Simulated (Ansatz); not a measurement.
Reactions of CH3ClF2Si (`F[SiH2]C(F)Cl`).

Calculated with Ansatz (gas phase, PBE0-D4/def2-TZVP geometries, no zero-point term in ΔE). CCSD(T)/CBS is the MP2 limit (def2-TZVPP, def2-QZVPP) plus CCSD(T) − MP2 in def2-TZVPP, frozen cores. This one scheme is used for every species. For Br outer-core shells are correlated without core-valence functions, which leaves a few kJ/mol of doubt a bond. Scalar relativity is left out up to krypton. Each species was taken in one conformer, which may not be the lowest.

**Question.** Order these by ΔE at CCSD(T)/CBS, lowest first. (An estimate is asked.)
A. `F[SiH2]C(F)Cl` + `N[Si](F)(Cl)Cl` → `F[SiH2]N[Si](F)(Cl)Cl` + `FCCl`
B. `F[SiH2]C(F)Cl` + HBr → `FC(Cl)Br` + `F[SiH3]`
C. `F[SiH2]C(F)Cl` + `C=C` → `C=CC(F)Cl` + `F[SiH3]`
D. `F[SiH2]C(F)Cl` + `C=C(S)S` → `C=C(S)S[SiH2]F` + `FCCl`

**Answer.** A (-94.9 kJ/mol), D (-86.6 kJ/mol), C (-2.3 kJ/mol), B (+46.7 kJ/mol).

Largest T1 diagnostic: 0.013, for `C=C(S)S[SiH2]F`.
